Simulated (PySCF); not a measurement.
BH₄N, SMILES BN (connectivity only; charge and spin as stated), charge +1, multiplicity 2. Atoms are numbered in the order given.

```xyz
6

B      0.0000     0.0000    -0.8154
N      0.0000     0.0000     0.6354
H      0.0000    -1.0573    -1.3818
H      0.0000     1.0573    -1.3818
H     -0.8577     0.0000     1.1965
H      0.8577     0.0000     1.1965
```
Charge +1, spin multiplicity 2.

The structure is a stationary point at ωB97X-D3(BJ)/def2-TZVP. The spin state was assumed, not searched.

Two levels are set side by side: PBE/pcH-1 (PySCF) and B3LYP/pcH-1 (PySCF). Contact hyperfine couplings, same geometry. Differences are taken from unrounded values.

```json
[
 {"quantity": "A(iso) of 11B, atom B1 (MHz)", "B3LYP": "-67.2"},
 {"quantity": "A(iso) of 14N, atom N2 (MHz)", "B3LYP": "34.2"},
 {"quantity": "A(iso) of 1H, atom H3 (MHz)", "B3LYP": "300.6"},
 {"quantity": "A(iso) of 1H, atom H4 (MHz)", "B3LYP": "300.6"},
 {"quantity": "A(iso) of 1H, atom H5 (MHz)", "B3LYP": "-57.8"},
 {"quantity": "A(iso) of 1H, atom H6 (MHz)", "B3LYP": "-57.8"}
]
```

Problem. What does PBE give, and how far is it from B3LYP? (An estimate is asked for; the answer gives what the named calculation found.)

Solution. 
```csv
quantity,PBE,PBE minus B3LYP
"A(iso) of 11B, atom B1 (MHz)",-60.9,6.3
"A(iso) of 14N, atom N2 (MHz)",24.5,-9.7
"A(iso) of 1H, atom H3 (MHz)",311.8,11.2
"A(iso) of 1H, atom H4 (MHz)",311.8,11.2
"A(iso) of 1H, atom H5 (MHz)",-48.4,9.4
"A(iso) of 1H, atom H6 (MHz)",-48.4,9.4
```

Rough cost on one machine, each run with all the roots and properties that it gave: B3LYP against PBE within a factor of 2.
